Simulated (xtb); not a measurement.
Ga(Me)(Cl) (CH3ClGa), SMILES [CH3][Ga+][Cl], charge +1. All values are semi-empirical tight-binding results from xtb (GFN2-xTB unless named), good for trends rather than for accurate numbers. The structure is a stationary point at GFN2-xTB. The multiplicity is an assumed one; other spin states were not compared. The isomer is the one that the SMILES or the coordinates give; other isomers of the formula were not compared.

For metal compounds this method's bond lengths and energies can be far off.

```
Quantity                                      Result
-------------------------------------  -------------
point group as xtb finds it                      C3v
orbital gap                                  3.53 eV
zero-point energy                      21.5 kcal/mol
G − E(el) at 298.15 K (modified RRHO)   4.4 kcal/mol
```
